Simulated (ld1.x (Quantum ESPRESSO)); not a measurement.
**strontium (Sr): one change to a TM potential, before and after**

```
Element                 : Sr (Z = 38)
Generator               : ld1.x (Quantum ESPRESSO) 7.5
Type                    : norm-conserving Troullier–Martins (Kleinman–Bylander form)
Functional              : PBE
Relativity              : scalar-relativistic
Frozen core             : [Ar] 3d10 4s2
Valence charge          : 8
Reference configuration : 4p6 4d1 5s1 5p0
Partial waves           : 5s (bound): rc 3.50 bohr; 4p (bound): rc 2.15 bohr; 4d (bound): rc 2.90 bohr
Local potential         : the d channel
Core correction         : Bessel-smoothed model core, default radius (core density twice the valence density)
```

All-electron outer shells of the reference configuration (PBE, scalar-relativistic, ld1.x):

| shell | level (eV) | outermost node (bohr) | outermost maximum (bohr) |
| --- | --- | --- | --- |
| 3d | -127.02 | – | 0.38 |
| 4s | -39.92 | 0.59 | 1.19 |
| 4p | -21.93 | 0.61 | 1.33 |
| 5s | -3.29 | 1.66 | 3.76 |
| 5p | -1.22 | 1.98 | 5.14 |
| 4d | -0.91 | 0.65 | 2.23 |

Change: core correction none.

Cutoffs: the cutoffs (Ry, on a coarse ladder) from which the occupation-weighted sum of valence levels, in a spherical-Bessel basis at the reference potential, stays within 10 and 1 mRy of its value at 400 Ry; they do not see the model core or the augmentation charge, which bear on the density cutoff. Errors are all-electron minus pseudo energies relative to the spin-unpolarised reference configuration.

Problem. Predict the effect on cutoff, ghosts and configuration errors.

Solution. The potential gets neither clearly harder nor softer (18 Ry and 30 Ry → 18 Ry and 30 Ry); both files keep a bound ghost (s); of the 6 tests that both files solve, the error grows in 2 and shrinks in 4 by more than 15 % and 0.3 meV (median size 7.2 → 7.0 meV). The default core radius of the base comes out at 0.95 bohr.

```tsv
quantity	base	changed
cutoff, loose	18 Ry	18 Ry
cutoff, tight	30 Ry	30 Ry
bound ghosts	s	s
tests counted (converged, no solver errors)	6 of 7	6 of 7
error for 4p6 4d0 5s2 5p0, meV [ΔE -2.32 eV]	-13	-8.7
error for 4p6 4d0 5s1 5p0, meV [ΔE 3.56 eV]	-3.3	+2.5
error for 4p6 4d0 5s0 5p0, meV [ΔE 14.57 eV]	+8.6	+50
error for 4p6 4d0 5s0 5p1, meV [ΔE 6.50 eV]	+5.7	+26
error for 4p6 4d0.5 5s1.5 5p0, meV [ΔE -1.18 eV]	-2.2	-1.4
error for 4p6 4d0 5s1.5 5p0, meV [ΔE 0.01 eV]	-8.9	-5.3
s: phases at 3.79 bohr within 0.05 rad from the reference energy up to (Ry; the scan ends near 5)	n/a	n/a
p: phases at 3.79 bohr within 0.05 rad from the reference energy up to (Ry; the scan ends near 5)	2.6	2.6
d: phases at 3.79 bohr within 0.05 rad from the reference energy up to (Ry; the scan ends near 5)	1.1	1.1
```

Base: Tests not counted: 4p5 4d0 5s2 5p0 (solver errors, printed error -439 eV). Changed file: Tests not counted: 4p5 4d0 5s2 5p0 (solver errors, printed error -6.7 eV). ld1.x printed “convergence not achieved” for 4 of the counted tests; their residual had stalled under 1e-8, short of the target of 1e-14. A true bound ghost makes a file unfit for plane-wave use even where its test errors are small: the radial tests pick states by their node count and pass the ghost by. Where a test does run into it, the solver fails or the error is huge.
